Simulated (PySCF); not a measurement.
# Telling isomers of C₈H₈NP apart by NMR

No solvent, rapidly exchanging positions averaged, non-relativistic, one computed conformer. σ from GIAO-PBE0/pcSseg-1; coordinates at the GFN2-xTB level; PySCF.

References, each an isolated molecule treated in the same way: ¹H (σ = 31.72 ppm), ¹³C (σ = 186.93 ppm) vs TMS. Splittings of carbon signals by F and P are missing where no couplings were computed. Where no couplings were computed, multiplicities follow the n + 1 count of equivalent neighbours, and m marks all less simple cases (inequivalent or close neighbours, rings, F or P nearby). Shifts are as computed. Against solution values, carbons near 30 ppm lie about +3 ppm off and those near 130 ppm about +5 ppm. Of 1309 compounds with measured shifts, 239 miss one by over three times the rms of a fit or turn the order of signals round; such compounds aren't used in these exercises.

(1) Tabulate the signals of `Cc1cpcc(C)c1C#N`, `CC#CPc1cccnc1` and their relative energies.

(2) What is the quickest way to tell Cc1cpcc(C)c1C#N from CC#CPc1cccnc1?

Results:

(1) 
```tsv
SMILES	carbon types	δC	δH	E rel. (kcal/mol)
Cc1cpcc(C)c1C#N	4×C 2×CH 2×CH3	161.7, 153.5, 123.4, 117.8, 28.7	8.98 (m, 2H), 2.85 (s, 6H)	0.0
CC#CPc1cccnc1	3×C 4×CH 1×CH3	155.8, 154.2, 145.6, 139.9, 128.3, 109.2, 79.8, 6.1	8.91 (m, 1H), 8.78 (d, 1H), 8.23 (m, 1H), 7.41 (m, 1H), 5.41 (m, 1H), 2.14 (s, 3H)	36.7
```

Energies are electronic energies at PBE0/pcSseg-1 on these geometries, without zero-point or thermal terms, each for the one conformer computed, which needn't be the lowest.

(2) Count the carbon signals: 5 against 8. The first has a methyl carbon on an aromatic ring (CH3) at 28.7 ppm, the second an alkyne carbon (C) at 79.8 ppm. Their most deshielded carbons lie at 161.7 and 155.8 ppm.
